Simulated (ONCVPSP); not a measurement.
# magnesium, ONCV: configuration errors across variants

ONCVPSP 4.0.1 input, shortened (lines: element, Z, core and valence counts, functional; n l f; lmax; l rc ep ncon nbas qcut; lloc lpopt rc5 dvloc0; l nproj debl; icmod fcfact rcfact), PBEsol, scalar-relativistic:

```
  Mg 12.00    1    3  -116133      upf
    1    0    2.00
    2    0    2.00
    2    1    6.00
    3    0    2.00
    2
    0    1.30    0.00    4    9    7.90
    1    1.10    0.00    4    8   10.10
    2    1.15    0.25    4    9    8.00
    4    5    1.00    0.00
    0    2    2.10
    1    2    0.80
    2    1    1.40
    3    4.50    1.20
```

In the p channel the program set the typed energies aside and used -1.711, 0.250 Ha.

All-electron excitation energies from the reference (eV): (1) 2s2 2p6 3s1 7.921; (2) 2s2 2p6 3s0 22.737; (3) 2s2 2p6 3s1.5 3.129; (4) 2s2 2p5 3s2 58.455.

Errors AE − PS in meV (a dash: test not solved or not reliable):

```tsv
change	(1)	(2)	(3)	(4)	bound ghosts	GHOST(+) flags above zero
base	-0.3	-2.2	-0.1	+335	none	none
core correction Teter function, fcfact 4.6, rcfact 1.2	-0.3	-2.2	-0.1	+335	none	none
p: rc 1.56	-0.7	-5.8	-0.1	+803	none	none
local potential polynomial inside 1.00 bohr (lpopt 5, dvloc0 3 Ha)	-0.3	-2.2	-0.1	+332	none	none
core correction Teter function, fcfact 4.5, rcfact 1.55	-0.3	-2.3	-0.1	+335	none	none
p: nproj 3	-0.3	-2.2	-0.1	+335	none	p
s: qcut 7.3	-0.3	-2.2	-0.1	+332	none	none
p: qcut 9.8	-0.3	-2.3	-0.1	+351	none	none
s: rc 1.78	-0.5	-3.5	-0.1	+335	none	none
```

(1) Give the same row for: local potential polynomial inside 0.70 bohr (lpopt 4, dvloc0 2 Ha).

Answers

(1) -0.3, -2.2, -0.1, +332; bound ghosts: none; GHOST(+) flags above zero: none.
